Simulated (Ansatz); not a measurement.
Reaction (germylene formation by 1,1-elimination): `C[O][GeH2][Br]` → `[GeH][Br]` + CH₃OH

Program: Ansatz. Geometries: PBE0-D4/def2-TZVP. ΔE: electronic, gas phase. CCSD(T)/CBS adds triple-zeta CCSD(T) − MP2 to the extrapolated MP2 energy (def2 sets, frozen cores). This one scheme is used for every species. Functionals use def2-TZVPP. B3LYP here is the variant with VWN-RPA as its local correlation; programs differ in this. HSE06 is defined as in plane-wave codes. For Br, Ge outer-core shells are correlated without core-valence functions, which leaves a few kJ/mol of doubt a bond. Scalar relativity is left out up to krypton. One conformer a species, not always the lowest.

Problem. Is it downhill or uphill in electronic energy at CCSD(T)/CBS, and by how much? (An estimate is asked.)

Solution. Computed: Uphill: ΔE = +32.5 kcal/mol.

Problem. What do these levels give: BLYP-D4, B3LYP-D4, HSE06-D4, CAM-B3LYP-D4, PBE, PBE0, HSE06, LC-ωPBE, HF/def2-SVP, MP2/def2-SVP, HF/def2-QZVPP, CCSD/CBS(def2)? (Best estimate.)

Solution. The calculation gave: BLYP-D4 24.2, B3LYP-D4 27.7, HSE06-D4 32.0, CAM-B3LYP-D4 31.9, PBE 26.8, PBE0 30.5, HSE06 30.5, LC-ωPBE 36.2, HF/def2-SVP 30.2, MP2/def2-SVP 38.0, HF/def2-QZVPP 30.1, CCSD/CBS(def2) 31.7 kcal/mol.

Largest T1 diagnostic among the species: 0.011.

From PBE to PBE0 (25 % exact exchange), in def2-TZVPP and without D4, ΔE moves by +3.7 kcal/mol. In def2-TZVPP, CCSD(T) changes the Hartree–Fock value by +5.0 kcal/mol (the triples alone add +0.8 kcal/mol) and MP2 by +8.6 kcal/mol.
